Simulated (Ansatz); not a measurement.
Computed with Ansatz on PBE0-D4/def2-TZVP structures; ΔE is electronic, products minus reactants. CCSD(T)/CBS adds triple-zeta CCSD(T) − MP2 to the extrapolated MP2 energy (def2 sets, frozen cores). This one scheme is used for every species. DFT in def2-TZVPP. Each species was taken in one conformer, which may not be the lowest.

`CC[Si]OC` + `[OH][Al]([OH])[SH]` → `CC[Si]S` + `C[O][Al]([OH])[OH]`  (redistribution)

| level | ΔE (kcal/mol) | difference from CCSD(T)/CBS |
| --- | --- | --- |
| PBE-D4 | -0.2 | -0.7 |
| BLYP-D4 | 0.1 | -0.4 |
| ωB97M-V | 1.1 | 0.6 |
| revPBE | -1.4 | -1.9 |
| BLYP | -1.0 | -1.5 |
| HF/def2-SVP | -2.6 | -3.1 |
| MP2/def2-TZVPP | 0.4 | -0.1 |
| CCSD(T)/def2-TZVPP | 0.5 | 0.0 |
| MP2/def2-QZVPP | 0.4 | -0.1 |
| CCSD/CBS(def2) | 0.4 | -0.1 |
| CCSD(T)/CBS | 0.5 | 0 |

Largest T1 diagnostic among the species: 0.013.

Leaving LDA and LC-ωPBE aside and taking each functional with its dispersion term where it has one, the values, not all of them listed here, spread over 1.5 kcal/mol, from r2SCAN0-D4 to ωB97X-V. LDA lies +1.3 kcal/mol from PBE without D4. At CCSD(T), def2-SVP lies −2.4 kcal/mol from the extrapolated value and def2-TZVPP +0.0 kcal/mol.
